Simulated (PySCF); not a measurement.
GaCl, SMILES [Cl][Ga] (connectivity only; charge and spin as stated), neutral, multiplicity 1.

Geometry optimised at PBE-D3(BJ)/def2-TZVP.

Vertical ionisation energy (IE) and electron affinity (EA) in eV. Rows of orbital energies are one-electron estimates. Where ΔSCF, EOM or ADC give a negative EA the extra electron is unbound and the value depends on the basis.

```json
[
 {"level": "−ε(HOMO), −ε(LUMO), M06-2X/def2-TZVPD (PySCF)", "IE": "___", "EA": "___"},
 {"level": "−ε(HOMO), −ε(LUMO), CAM-B3LYP/def2-TZVPD (PySCF)", "IE": "8.82", "EA": "0.86"},
 {"level": "ADC(2)/aug-cc-pVDZ (PySCF)", "IE": "9.44", "EA": "0.06"}
]
```

### Question
Some entries are withheld; supply them. (Estimate from the structure and the level; the computed values follow.)

### Answer

- −ε(HOMO), −ε(LUMO), M06-2X/def2-TZVPD (PySCF), IE: 8.37
- −ε(HOMO), −ε(LUMO), M06-2X/def2-TZVPD (PySCF), EA: 1.00

### Question
Beyond the first one, list the lowest photoelectron lines from ADC(2)/aug-cc-pVDZ (PySCF) with their pole strengths (two spins summed). (An estimate is asked for; the answer gives what the named calculation found.)

### Answer
10.73 eV (1.77), 10.73 eV (1.77), 13.64 eV (1.77).
